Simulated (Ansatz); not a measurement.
One change: `C[N](C)[InH][OH]` becomes `C[N](C)[Mg][F]`.

Ansatz, PBE0-D4/def2-TZVP geometries, multiplicity 1. Each molecule was computed in one conformer, which needn't be the lowest.

Elements past krypton have def2 core potentials.

| property | `C[N](C)[InH][OH]` |
| --- | --- |
| size of the dipole moment (PBE/def2-TZVPP) / D | 1.51 |
| HOMO–LUMO gap (B3LYP/def2-TZVPP) / eV | 4.71 |
| HOMO energy (PBE0/def2-TZVPP) / eV | -5.96 |
| HOMO energy (B3LYP/def2-TZVPP) / eV | -5.79 |
| size of the dipole moment (B3LYP/def2-TZVPP) / D | 1.73 |
| zero-point energy (PBE0-D4/def2-TZVP) / kJ/mol | 263.6 |

(1) What does the change do to each property? (An estimate is asked.)

## Answers

(1) Computed: 
```tsv
property	`C[N](C)[Mg][F]`	shift
size of the dipole moment (PBE/def2-TZVPP) / D	1.70	0.19
HOMO–LUMO gap (B3LYP/def2-TZVPP) / eV	3.92	-0.79
HOMO energy (PBE0/def2-TZVPP) / eV	-5.70	0.26
HOMO energy (B3LYP/def2-TZVPP) / eV	-5.52	0.27
size of the dipole moment (B3LYP/def2-TZVPP) / D	1.74	0.01
zero-point energy (PBE0-D4/def2-TZVP) / kJ/mol	217.6	-46.0
```

With PBE0 the HOMO rises by 0.26 eV and the LUMO falls by 0.47 eV, so the gap narrows by about 0.73 eV. PBE moves the HOMO by 0.30 eV and ωB97M-V by 0.23 eV. The zero-point energy changes by -46.0 kJ/mol with -6 modes. Dipoles are sizes alone; their direction can turn.

B3LYP here is the variant with VWN-RPA as its local correlation; programs differ in this.
